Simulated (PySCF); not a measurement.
barium atom (Ba), singlet (core potentials on Ba). Base run: TPSS/def2-SV(P) (PySCF).

PySCF was given this input:
```python
from pyscf import gto, scf, dft

mol = gto.Mole()
mol.atom = '''
    Ba    0.000000    0.000000    0.000000
'''
mol.basis = 'def2-sv(p)'
mol.ecp = {'Ba': 'def2-sv(p)'}
mol.charge = 0
mol.spin = 0
mol.verbose = 4
mol.build()

mf = dft.RKS(mol)
mf.xc = 'tpss'
mf.kernel()
```

Variants of this job, named by their change:

| change | ΔE vs base (mEh) | SCF cycles |
|---|---|---|
| base | 0.000 | 6 |
| damp = 0.5; diis_start_cycle = 5 | 0.000 | 8 |
| level_shift = 0.5 (with mf.max_cycle = 100) | 0.000 | 27 |
| conv_tol = 1e-11 | 0.000 | 6 |
| solver = newton | 0.000 | - |
| conv_tol_grad = 1e-3 | 0.000 | 6 |
| conv_tol = 1e-4 | 0.000 | 4 |
| diis_space = 2 | 0.000 | 6 |
| solver = newton; init_guess = 1e | 0.000 | - |
| DIIS = ADIIS | 0.000 | 8 |
| conv_tol = 1e-12 | 0.000 | 7 |
| init_guess = atom | 0.000 | 5 |
| diis_space = 12 | 0.000 | 6 |
